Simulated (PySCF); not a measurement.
GeH6O2Si, SMILES [SiH2](O)[GeH2][OH].

The structure is a stationary point at B3LYP-D3(BJ)/def2-SVP. The structure was generated by enumeration, and PubChem lists no compound with its InChIKey, so it may never have been made. The values are those of a single conformer.

The numbers are results of B3LYP-D3(BJ)/def2-SVP (PySCF), not measurements.

Frequencies are harmonic and unscaled.

```csv
mode,ν (cm⁻¹),IR (km/mol),moving atoms (share of kinetic energy)
1,29,2.6,"O 62 %, H 19 %, Si 13 %"
2,148,119.3,H 94 %
3,191,2.7,"O 84 %, H 14 %"
4,248,8.5,"O 51 %, Ge 28 %, Si 14 %"
5,361,4.5,"Si 68 %, Ge 19 %, H 11 %"
6,363,46.9,H 97 %
7,517,62.1,H 93 %
8,565,1.2,"H 81 %, Si 11 %"
9,645,92.0,"O 77 %, Ge 19 %"
10,650,24.4,H 93 %
11,732,169.9,H 95 %
12,740,7.7,H 93 %
13,811,130.6,"H 88 %, O 8 %"
14,868,213.6,"O 42 %, H 40 %, Si 18 %"
15,894,13.2,"H 84 %, O 11 %"
16,912,18.9,"H 69 %, O 16 %, Si 13 %"
17,988,109.6,H 92 %
18,1086,293.1,H 92 %
19,2089,133.9,H 99 %
20,2092,155.9,H 98 %
21,2217,156.3,H 96 %
22,2219,113.4,H 98 %
23,3657,212.8,H 94 %
24,3853,76.7,H 94 %
```
